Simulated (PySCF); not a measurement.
SMILES C[CH2][Zn][CH](C)C (C5H12Zn), GFN2-xTB optimised geometry.

```
18

Zn    -0.46    -1.11     0.00
C      1.62    -1.11     0.00
C      2.06     0.35     0.04
H      2.05    -1.58    -0.89
H      2.05    -1.63     0.86
H      1.69     0.85     0.94
H      1.68     0.90    -0.83
H      3.14     0.44     0.04
C     -2.20     0.02     0.00
C     -2.15     0.91    -1.24
C     -2.18     0.88     1.26
H     -3.14    -0.53    -0.02
H     -2.98     1.63    -1.23
H     -1.22     1.48    -1.28
H     -2.24     0.32    -2.15
H     -2.28     0.28     2.16
H     -3.00     1.60     1.25
H     -1.25     1.45     1.34
```

Density from PBE0/def2-SVP run with PySCF 2.14.0 at that geometry.

Minimum of the electron density along straight lines between bonded atoms, close to the bond critical point (lines longer than 1.1 times the sum of covalent radii, or with two minima, are not listed):

| bond | length / Å | ρ at the minimum / e bohr⁻³ | ∇²ρ there / e bohr⁻⁵ | position (fraction from the first atom) |
|---|---|---|---|---|
| Zn1–C2 | 2.080 | 0.088 | 0.18 | 0.47 |
| C2–C3 | 1.528 | 0.238 | -0.52 | 0.50 |
| C2–H4 | 1.090 | 0.271 | -0.96 | 0.62 |
| C2–H5 | 1.090 | 0.271 | -0.96 | 0.62 |
| C3–H6 | 1.090 | 0.275 | -0.99 | 0.62 |
| C3–H7 | 1.090 | 0.275 | -0.99 | 0.62 |
| C3–H8 | 1.093 | 0.273 | -0.98 | 0.62 |
| Zn1–C9 | 2.080 | 0.089 | 0.18 | 0.47 |
| C9–C10 | 1.528 | 0.240 | -0.53 | 0.49 |
| C9–C11 | 1.528 | 0.240 | -0.53 | 0.49 |
| C9–H12 | 1.093 | 0.273 | -0.96 | 0.62 |
| C10–H13 | 1.094 | 0.272 | -0.97 | 0.62 |
| C10–H14 | 1.091 | 0.274 | -0.98 | 0.62 |
| C10–H15 | 1.089 | 0.275 | -0.99 | 0.62 |
| C11–H16 | 1.089 | 0.275 | -0.99 | 0.62 |
| C11–H17 | 1.094 | 0.272 | -0.97 | 0.62 |
| C11–H18 | 1.091 | 0.274 | -0.98 | 0.62 |
